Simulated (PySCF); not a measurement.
Compound: C3H3F4O (doublet state).
Geometry (GFN2-xTB, Å), atoms numbered from 1 in this order:
```xyz
11
C3H3F4O angstrom
C      1.8934   -0.0583    0.0071
O      0.6216    0.5599   -0.0134
C     -0.4293   -0.1871   -0.3838
F     -0.2851   -1.5292   -0.2815
C     -1.7762    0.3244    0.0425
F     -1.9959    0.2446    1.3773
F     -1.9194    1.6107   -0.2820
F     -2.7652   -0.3572   -0.5388
H      1.9167   -0.8750    0.7338
H      2.1502   -0.4520   -0.9802
H      2.5947    0.7218    0.2928
```

The hyperfine couplings belong to this conformer and change with its torsions.

The species is `CO[C](F)C(F)(F)F` [radical].

Level of theory: PySCF 2.14.0, UKS B3LYP, pcH-1 on C F H O, non-relativistic, mean-field spin-orbit, GIAO. Isolated species at its GFN2-xTB geometry (one conformer only). Couplings are sensitive to structure, and on GFN2-xTB geometries they can be far from those on DFT ones. The SCF solution wasn't tested for stability.

Principal values of hyperfine tensors in MHz (contact and dipolar terms together), for some of the nuclei:

```csv
atom,isotope,A1,A2,A3
C3,13C,239.26,240.90,455.10
F4,19F,-1.06,27.54,633.68
F6,19F,63.82,67.47,280.42
O2,17O,-99.86,2.62,5.97
H10,1H,14.77,15.43,26.28
H9,1H,14.17,14.75,23.55
F8,19F,-6.16,-4.52,28.29
C1,13C,-6.28,-5.34,-2.08
```

(1) Give the isotropic coupling of each nucleus in MHz and in mT (g = 2.0037), and the anisotropic part.

(2) What spin density at the nucleus of F6 lies behind its contact coupling (g_N = 5.25774)?

(3) C5 (13C, g_N = 1.40482) isn't in the table. Its spin density at the nucleus is 0.02465 bohr⁻³. What is its contact coupling?

(4) Name the largest traceless tensor T of the table and describe it.

(5) What first-order splitting does C3 cause when the field lies along A1, A2 or A3 of its tensor (g taken as isotropic, no quadrupole term)?

Answers

(1) a_iso is a third of the trace, T = A − a_iso, and a(mT) = a(MHz)/(g × 13.996).

```csv
atom,a_iso (MHz),a_iso (mT),T1,T2,T3
C3,311.75,11.116,-72.49,-70.85,143.35
F4,220.05,7.847,-221.11,-192.51,413.63
F6,137.24,4.893,-73.42,-69.77,143.19
O2,-30.42,-1.085,-69.44,33.05,36.39
H10,18.83,0.671,-4.06,-3.39,7.45
H9,17.49,0.624,-3.32,-2.74,6.06
F8,5.87,0.209,-12.03,-10.39,22.42
C1,-4.57,-0.163,-1.72,-0.77,2.48
```

(2) a_FC = (2μ0/3) gₑ μB g_N μN ρ(0)/(2S·h) = 800.24 MHz × g_N × ρ(0)/(2S), with ρ in bohr⁻³. With a_FC = 137.24 MHz and 2S = 1, ρ(0) = 0.03262 bohr⁻³.

(3) By the same relation, a_FC = 27.7 MHz. Its full tensor has the principal values 21.95, 22.61, 38.59 MHz.

(4) F4: -221.1, -192.5, 413.6 MHz, nearly axial, close to the ratio −1:−1:+2.

(5) 2 lines (I = 1/2), spaced by |A_i|/(g × 13.996): 8.53, 8.59, 16.23 mT along the axes of A1, A2 and A3.

Hardware: one thread, x86-64 server (shared host). Cost: 36 s of wall time.
